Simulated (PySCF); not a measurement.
Si(F)2(H)(NCO) (CHF2NOSi), SMILES [SiH](F)(F)N=C=O.

The structure is a stationary point at B3LYP-D3(BJ)/def2-SVP. The structure was generated by enumeration, and PubChem lists no compound with its InChIKey, so it may never have been made. The values are those of a single conformer.

The numbers are results of TDA-PBE/def2-SVPD run with PySCF, not measurements.

Vertical excitations. Gas-phase values at a fixed geometry. State labels are in the subgroup Cs.

```tsv
state	symmetry	energy (eV)	λ (nm)	f	main pairs
S1	A"	6.93	179	0.001	HOMO→LUMO 92 %
S2	A'	7.10	175	0.000	HOMO−1→LUMO 53 %, HOMO→LUMO+1 46 %
S3	A"	7.15	173	0.000	HOMO−1→LUMO+1 92 %
S4	A'	7.81	159	0.007	HOMO→LUMO+2 99 %
S5	A"	7.84	158	0.005	HOMO−1→LUMO+2 99 %
S6	A'	8.34	149	0.385	HOMO→LUMO+3 39 %, HOMO→LUMO+1 23 %, HOMO−1→LUMO 21 %, HOMO−1→LUMO+5 8 %
S7	A"	8.48	146	0.017	HOMO−2→LUMO 96 %
S8	A'	8.58	144	0.007	HOMO−2→LUMO+1 84 %, HOMO→LUMO+3 14 %
S9	A"	8.59	144	0.000	HOMO−1→LUMO+3 98 %
S10	A'	8.85	140	0.094	HOMO→LUMO+3 32 %, HOMO−1→LUMO+5 30 %, HOMO→LUMO+4 21 %, HOMO−2→LUMO+1 8 %
T1	A'	6.38	194	0	HOMO−1→LUMO 66 %, HOMO→LUMO+1 31 %
T2	A"	6.60	188	0	HOMO→LUMO 72 %, HOMO−1→LUMO+1 27 %
T3	A'	6.62	187	0	HOMO→LUMO+1 67 %, HOMO−1→LUMO 32 %
T4	A"	6.98	178	0	HOMO−1→LUMO+1 72 %, HOMO→LUMO 28 %
```
Triplets are in the Tamm–Dancoff approximation.
